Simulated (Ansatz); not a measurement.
Reaction (ligand exchange at the Si–Cl bond): `[CH3][AlH][SiH2]Cl` + CH₃OH → `CO[SiH2][AlH][CH3]` + HCl

Program: Ansatz. Geometries: PBE0-D4/def2-TZVP. ΔE: electronic, gas phase. CCSD(T)/CBS adds triple-zeta CCSD(T) − MP2 to the extrapolated MP2 energy (def2 sets, frozen cores). This one scheme is used for every species. DFT in def2-TZVPP. One conformer a species, not always the lowest.

`[CH3][AlH][SiH2]Cl`:

Cartesian coordinates in Å:
```
C -0.765 1.730 -0.173
Al 0.706 0.477 -0.417
Si 0.481 -1.864 0.325
Cl -1.391 -2.132 1.193
H -1.619 1.283 0.340
H -1.109 2.108 -1.142
H -0.439 2.604 0.401
H 2.073 0.928 -1.096
H 0.579 -2.860 -0.779
H 1.483 -2.275 1.350
```

CH₃OH:

Cartesian coordinates in Å:
```
C -0.065 0.289 0.198
O 0.609 -0.512 -0.746
H 0.472 1.236 0.255
H -0.070 -0.160 1.200
H -1.100 0.501 -0.096
H 0.154 -1.354 -0.811
```

`CO[SiH2][AlH][CH3]`:

```xyz
14

C     0.987    1.899    0.202
O     0.980    1.033    1.308
Si   -0.376    0.163    1.707
Al   -1.049   -1.434   -0.061
C    -0.064   -1.565   -1.746
H     0.711    1.380   -0.726
H     1.995    2.299    0.081
H     0.296    2.740    0.344
H    -1.496    1.108    2.031
H    -0.024   -0.529    2.979
H    -2.324   -2.361    0.182
H    -0.095   -2.573   -2.167
H     0.981   -1.261   -1.647
H    -0.522   -0.899   -2.488
```

HCl:

Cartesian coordinates in Å:
```
Cl 0.177 -0.598 -0.139
H -0.177 0.598 0.139
```

```tsv
level	ΔE (kcal/mol)
r2SCAN-D4	4.5
PBE0-D4	5.7
ωB97X-V	4.3
ωB97M-V	4.5
CCSD/def2-TZVPP	3.4
CCSD(T)/def2-TZVPP	3.2
HF/def2-QZVPP	4.6
CCSD/CBS(def2)	4.4
```

(1) What does CCSD(T)/CBS give? (An estimate is asked.)

Largest T1 diagnostic among the species: 0.011.

Answers

(1) Ansatz gave: +4.3 kcal/mol. The listed levels differ from it by 0.2, 1.4, 0.0, 0.2, -0.9, -1.1, 0.3, 0.1 kcal/mol.

The D4 term adds −1.0 kcal/mol with B3LYP and −0.6 kcal/mol with PBE0; it sums over pairs of atoms, weighted by their polarisabilities, and B3LYP, whose exchange is more repulsive, gets the larger term. In def2-TZVPP, CCSD(T) changes the Hartree–Fock value by −1.6 kcal/mol (the triples alone add −0.1 kcal/mol) and MP2 by −0.9 kcal/mol.

B3LYP here is the variant with VWN-RPA as its local correlation; programs differ in this.
